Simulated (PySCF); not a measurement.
C2H7O, charge +1. Atoms are numbered in the order given.

```xyz
10

C     -0.3027     1.2626     0.0000
C      0.6210     0.0883     0.0000
O     -0.1716    -1.2662     0.0000
H      0.3310     2.1651     0.0000
H     -0.9281     1.3116    -0.9023
H     -0.9281     1.3116     0.9023
H      1.2363    -0.0270     0.8993
H      1.2363    -0.0270    -0.8993
H     -0.7420    -1.3550    -0.7982
H     -0.7420    -1.3550     0.7982
```
Charge +1, spin multiplicity 1.

The structure is a stationary point at PBE-D3(BJ)/def2-TZVP. The isomer is the one that the SMILES or the coordinates give; other isomers of the formula were not compared.

Method: PySCF 2.14.0 with PBE-D3(BJ)/def2-TZVP.

Harmonic, unscaled wavenumbers; measured fundamentals usually lie a few per cent lower.

```tsv
mode	ν (cm⁻¹)	IR (km/mol)	moving atoms (share of kinetic energy)
1	181	63.1	H 95 %
2	262	0.0	H 90 %
3	357	10.1	H 41 %, C 34 %, O 24 %
4	634	176.4	C 44 %, O 43 %, H 13 %
5	747	181.9	H 80 %, O 13 %
6	775	5.4	H 94 %
7	898	0.0	H 95 %
8	925	24.5	H 51 %, C 47 %
9	1097	24.6	C 61 %, H 38 %
10	1184	3.2	H 60 %, C 37 %
11	1278	4.5	H 92 %
12	1333	14.8	H 84 %, C 14 %
13	1361	22.6	H 83 %, C 17 %
14	1423	16.7	H 97 %
15	1439	1.7	H 90 %, C 10 %
16	1448	13.0	H 91 %, C 8 %
17	1619	96.5	H 93 %
18	2975	9.6	H 97 %
19	3037	1.6	H 92 %, C 8 %
20	3050	2.4	H 94 %
21	3065	1.1	H 90 %, C 10 %
22	3117	0.7	H 90 %, C 10 %
23	3526	132.1	H 97 %
24	3607	222.2	H 92 %
```
